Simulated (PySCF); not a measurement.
## TPSS on Be (beryllium, neutral)

Configuration: [He] 2p2, high-spin 3P determinant (an excited configuration). Computed with PySCF 2.14 in aug-cc-pCVTZ-DK with one added diffuse shell each of s, p, d, f type (8s7p5d3f, 75 functions), with the spin-free X2C one-electron Hamiltonian (Gaussian nucleus).

| Property | Result |
| --- | --- |
| Total energy | -14.4453 hartree |
| One-electron energy | -18.6888 hartree |
| Hartree (Coulomb) energy | 6.9998 hartree |
| Exchange-correlation energy | -2.7563 hartree |
| ⟨S²⟩ | 2.0000 |
| ⟨L²⟩ | 2.006 |
| Sum of ⟨r⟩ | 6.576 bohr |
| Sum of ⟨r²⟩ | 21.07 bohr² |
| Traceless quadrupole moment −½Σ⟨3z² − r²⟩ along its main axis | 4.36 e·bohr² |
| Langevin diamagnetic susceptibility | -16.7 ×10⁻⁶ cm³/mol |

```csv
shell,electrons,mean orbital energy (hartree),"rms radius, mean of both spins (bohr)"
1s α,1,-4.03422,0.487
1s β,1,-4.01968,0.487
2p α,2,-0.12476,3.21
```
